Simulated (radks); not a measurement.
Results of a calculation; reference values are marked as such.
Ho IX, configuration [Kr] 4d10 4f(5/2: 6, 7/2: 1) 5s2 5p(1/2: 2, 3/2: 2) (not the ground configuration). Level of theory: Dirac Kohn-Sham, BLYP, spin-unpolarised, spherical densities, finite nucleus; Fermi nuclear charge, rms radius 5.2022 fm (a radial shooting solver on a logarithmic mesh with Libxc functionals).

Normalised radial functions P(r) = r R(r) (large component), r in bohr:

| r | 4d3/2 | 5s1/2 | 4f7/2 |
|---|---|---|---|
| 0.00169 | 0.0001 | 0.0822 | 0.0000 |
| 0.002218 | 0.0002 | 0.1001 | 0.0000 |
| 0.002911 | 0.0003 | 0.1202 | 0.0000 |
| 0.003852 | 0.0006 | 0.1423 | 0.0000 |
| 0.005056 | 0.0012 | 0.1633 | 0.0000 |
| 0.006637 | 0.0025 | 0.1807 | 0.0000 |
| 0.008711 | 0.0049 | 0.1894 | 0.0000 |
| 0.01143 | 0.0098 | 0.1822 | 0.0001 |
| 0.01501 | 0.0194 | 0.1506 | 0.0002 |
| 0.0197 | 0.0377 | 0.0864 | 0.0005 |
| 0.02586 | 0.0718 | -0.0129 | 0.0014 |
| 0.03394 | 0.1319 | -0.1366 | 0.0037 |
| 0.04455 | 0.2311 | -0.2515 | 0.0093 |
| 0.05895 | 0.3847 | -0.2995 | 0.0231 |
| 0.07737 | 0.5770 | -0.2130 | 0.0527 |
| 0.1016 | 0.7659 | 0.0215 | 0.1129 |
| 0.1333 | 0.8492 | 0.3079 | 0.2236 |
| 0.175 | 0.6874 | 0.4323 | 0.4037 |
| 0.2297 | 0.1908 | 0.2054 | 0.6540 |
| 0.3015 | -0.5489 | -0.2905 | 0.9349 |
| 0.3957 | -1.2188 | -0.6283 | 1.1613 |
| 0.5194 | -1.4686 | -0.3878 | 1.2350 |
| 0.6817 | -1.2175 | 0.3443 | 1.1146 |
| 0.8948 | -0.7206 | 0.9961 | 0.8486 |
| 1.184 | -0.2880 | 1.0913 | 0.5241 |
| 1.554 | -0.0761 | 0.7021 | 0.2553 |
| 2.04 | -0.0116 | 0.2726 | 0.0893 |
| 2.677 | -0.0009 | 0.0595 | 0.0202 |
| 3.514 | 0.0000 | 0.0062 | 0.0024 |

4d3/2: eigenvalue -306.13 eV, 1 radial node at r = 0.248 bohr, <r> = 0.577 bohr, 90 % of the charge inside 0.864 bohr. 5s1/2: eigenvalue -169.75 eV, 4 radial nodes at r = 0.0251, 0.0995, 0.259, 0.606 bohr, <r> = 1.14 bohr, 90 % of the charge inside 1.62 bohr. 4f7/2: eigenvalue -140.42 eV, 0 radial nodes, <r> = 0.674 bohr, 90 % of the charge inside 1.09 bohr.
